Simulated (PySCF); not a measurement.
Molecule: `C[CH2][AlH2-][NH3+]`, C₂H₁₀AlN.

Bonds (- single, = double, # triple, : aromatic): C1-C2 1.529 Å, C2-Al3 1.988 Å, Al3-N4 2.076 Å. C1 carries H5, H6, H7; C2 carries H8, H9; Al3 carries H10, H11; N4 carries H12, H13, H14. Formal charges: Al3 -1, N4 +1.

Geometry PBE0-D3(BJ)/def2-SVP throughout; GIAO in PySCF 2.14, gas phase, one conformer, non-relativistic; equivalent atoms averaged; functional PBE0.

(1) How do the absolute shieldings σ depend on the basis set? (ppm; last column core-seconds on 1 thread of an Arm Neoverse N1, shared host)

(2) Which nucleus moves most, in ppm?

(3) Taking the largest basis, cc-pVTZ (264 functions), as the yardstick, rank the others by their worst heavy-atom deviation.

Answers

(1) 
```tsv
basis set	functions	C1	C2	Al3	N4	H10/H11	H12/H13/H14	H5/H6/H7	H8/H9	core-s
pcSseg-0	60	179.9	194.6	405.4	247.3	27.85	31.44	31.79	33.00	7.8
6-31G*	80	180.8	192.6	460.5	246.1	27.28	30.67	30.97	32.12	11
cc-pVDZ	110	183.1	193.7	468.5	249.4	27.11	29.73	30.30	31.36	15
def2-SVP	110	181.8	193.4	454.8	246.8	27.17	29.70	30.46	31.56	15
6-311+G(2d,p)	176	175.2	184.6	410.9	240.4	27.16	29.97	30.49	31.57	28
aug-cc-pVDZ	186	183.2	191.4	460.9	250.3	27.06	29.67	30.29	31.34	32
def2-TZVP	190	174.6	184.5	411.4	239.9	27.15	29.90	30.48	31.56	33
IGLO-III	249	171.8	181.8	412.0	238.3	27.19	29.63	30.34	31.43	46
cc-pVTZ	264	175.3	185.6	412.6	240.9	27.17	29.49	30.27	31.35	54
```

(2) Al3 (aluminium bonded to C, N, 2 H): from 405.4 ppm with pcSseg-0 to 468.5 ppm with cc-pVDZ. The smallest spread is 0.79 ppm, at H10/H11. Proton shifts span only some 12 ppm, so a few tenths of a ppm matter as much there as several ppm in carbon.

(3) def2-TZVP 1.1 ppm (190 functions), 6-311+G(2d,p) 1.7 ppm (176 functions), IGLO-III 3.8 ppm (249 functions), pcSseg-0 9.0 ppm (60 functions), def2-SVP 42.3 ppm (110 functions), 6-31G* 47.9 ppm (80 functions), aug-cc-pVDZ 48.3 ppm (186 functions), cc-pVDZ 55.9 ppm (110 functions).

A small basis that lands close on one nucleus may do so by chance; judge by the trend and by all nuclei.
